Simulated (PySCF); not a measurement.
C2H4ClNSi, SMILES N#CC[SiH2]Cl.

Geometry optimised at r2SCAN-D4/def2-SVP. This is a generated structure with no PubChem entry under its InChIKey; it may be hypothetical. One conformer was computed; it need not be the lowest.

Two levels are set side by side: TDDFT-PBE/def2-SVPD (PySCF) and TDDFT-B3LYP/def2-SVPD (PySCF). Vertical, same geometry. The lowest singlet is HOMO→LUMO 99 % with PBE and HOMO→LUMO 83 % with the other functional; states are paired by order. Differences are taken from unrounded values.

```json
[
 {"quantity": "lowest singlet excitation (eV)", "TDDFT-PBE": "6.49"},
 {"quantity": "lowest triplet excitation (TDA) (eV)", "TDDFT-PBE": "6.08"}
]
```

Question: These are the TDDFT-PBE values. What does TDDFT-B3LYP give? (Estimate from the structure and the level; the computed values follow.)

Answer: 
```
quantity                              TDDFT-B3LYP  TDDFT-PBE minus TDDFT-B3LYP
------------------------------------  -----------  ---------------------------
lowest singlet excitation (eV)               7.12                        -0.63
lowest triplet excitation (TDA) (eV)         6.09                        -0.01
```

A lower first singlet is the usual sign of a functional without exact exchange. Differences between two approximate levels are no errors against the true value.

Rough cost on one machine, each run with all the roots and properties that it gave: TDDFT-B3LYP against TDDFT-PBE about 4 times.
